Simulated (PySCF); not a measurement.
**Ionisation energy of Mn⁺ by level of theory**

Mn⁺ [Ar] 3d5 4s1 (7S) → Mn²⁺ [Ar] 3d5 (6S), as a difference of total energies. Calculation: PySCF 2.14, in def2-SVP; no relativity, point nucleus. Correlated levels: valence: [Ar] frozen. The calculations carry no spin-orbit coupling.

```tsv
method	ionisation energy (eV)	difference from reference (eV)
UHF	14.591	-1.049
r2SCAN	15.600	-0.040
B3LYP	15.631	-0.009
MP2 (valence)	14.770	-0.870
SCS-MP2 (valence)	14.651	-0.989
```

Reference: 15.640 eV (measured; NIST Atomic Spectra Database, ionization energies).

These non-relativistic numbers lack the scalar-relativistic shift.

Errors of the correlated levels include the incompleteness of this basis and the frozen core.
